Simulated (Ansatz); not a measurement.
Computed with Ansatz on PBE0-D4/def2-TZVP structures; ΔE is electronic, products minus reactants. CCSD(T)/CBS is the MP2 limit (def2-TZVPP, def2-QZVPP) plus CCSD(T) − MP2 in def2-TZVPP, frozen cores. This one scheme is used for every species. DFT in def2-TZVPP. B3LYP here is the variant with VWN-RPA as its local correlation; programs differ in this. Each species was taken in one conformer, which may not be the lowest.

Consider the formal exchange of groups at a C–Al bond: `C[CH2][AlH][OH]` + `C=C(O)F` → `CC/C=C(/O)F` + `[OH][AlH2]`.

```tsv
level	ΔE (kJ/mol)	difference from CCSD(T)/CBS
PBE-D4	27.0	2.9
r2SCAN-D4	28.6	4.5
B3LYP-D4	25.9	1.8
ωB97X-V	22.2	-1.9
B2PLYP	25.2	1.1
PBE	27.8	3.7
r2SCAN	29.0	4.9
PBE0	25.9	1.8
SCS-MP2/def2-TZVPP	20.4	-3.7
CCSD/def2-TZVPP	21.9	-2.2
CCSD(T)/def2-TZVPP	22.2	-1.9
HF/def2-QZVPP	18.6	-5.5
MP2/def2-QZVPP	24.0	-0.1
SCS-MP2/def2-QZVPP	21.6	-2.5
HF/CBS(def2)	18.6	-5.5
MP2/CBS(def2)	24.7	0.6
CCSD(T)/CBS	24.1	0
```

Largest T1 diagnostic among the species: 0.012.

In def2-TZVPP, CCSD(T) changes the Hartree–Fock value by +3.8 kJ/mol (the triples alone add +0.2 kJ/mol) and MP2 by +4.4 kJ/mol.
